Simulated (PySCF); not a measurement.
`C(C(F)(F)F)(F)(C(=C)F)F`. Structure optimised with GFN2-xTB, isolated species.

```
atom  x, y, z in Å
C1     1.9356   -0.3599   -0.5355
C2     0.9479   -0.1447    0.3090
F3     0.9384   -0.6513    1.5501
C4    -0.2967    0.6697    0.0184
F5    -0.3913    1.7488    0.8290
F6    -0.2624    1.1430   -1.2465
C7    -1.5965   -0.1752    0.1753
F8    -1.8305   -0.4856    1.4445
F9    -2.6581    0.4719   -0.2920
F10   -1.4817   -1.3166   -0.5115
H11    2.7793   -0.9580   -0.2420
H12    1.9172    0.0573   -1.5246
```

Q: Give the dihedral angles F6–C4–C7–F8, C2–C4–C7–F8, H11–C1–C2–C4, F5–C4–C7–F10, C1–C2–C4–C7.

A: F6–C4–C7–F8 -169° (antiperiplanar); C2–C4–C7–F8 69° (synclinal); H11–C1–C2–C4 180° (antiperiplanar); F5–C4–C7–F10 -174° (antiperiplanar); C1–C2–C4–C7 121° (anticlinal). Dihedral signs follow IUPAC: positive where, seen along the central bond, the front bond turns clockwise onto the rear one.

Q: What is the longest distance between nuclei?

A: F9···H11, 5.62 Å; the next longest distance is 4.93 Å.

Q: Work out the bond lengths C1–H11, C1–H12, C7–F9, C7–F10 in pm.

A: For C1–H11 the difference vector is (0.8437, -0.5981, 0.2935) Å, of length 1.0750 Å. C1–H11 107.5; C1–H12 107.4; C7–F9 132.8; C7–F10 133.7 pm.

Q: What is the repulsion energy of the bare nuclei, Σ ZA·ZB/RAB?

A: 632.82 Eh over 66 pairs, with full nuclear charges and distances in bohr; the largest single term is 21.53 Eh (C7 with F8, or a pair equal to it).

Q: What are the angles C2–C1–H11, F6–C4–C7, C2–C4–F5, F9–C7–F10, F8–C7–F10, C4–C7–F9?

A: From the scalar product of the two bond vectors; for C2–C1–H11 it is -0.7142 Å² over 1.3172 × 1.0750 Å², cos θ = -0.5043. C2–C1–H11 120.3°; F6–C4–C7 107.8°; C2–C4–F5 111.8°; F9–C7–F10 107.7°; F8–C7–F10 107.9°; C4–C7–F9 111.5°.

Q: Write the matrix of distances between heavy atoms (Å, lower triangle).

A: 
```
C1    0.000
C2    1.317  0.000
F3    2.330  1.341  0.000
C4    2.520  1.515  2.370  0.000
F5    3.424  2.377  2.837  1.353  0.000
F6    2.756  2.354  3.533  1.351  2.166  0.000
C7    3.608  2.548  2.923  1.558  2.363  2.354  0.000
F8    4.257  3.021  2.776  2.392  2.728  3.515  1.327  0.000
F9    4.675  3.707  4.194  2.390  2.833  2.665  1.328  2.149  0.000
F10   3.549  2.819  3.248  2.373  3.519  2.842  1.337  2.154  2.152  0.000
```

Not checked by GFN2-xTB frequencies. One conformer, not necessarily the lowest.

The numbers are calculated, not measured.
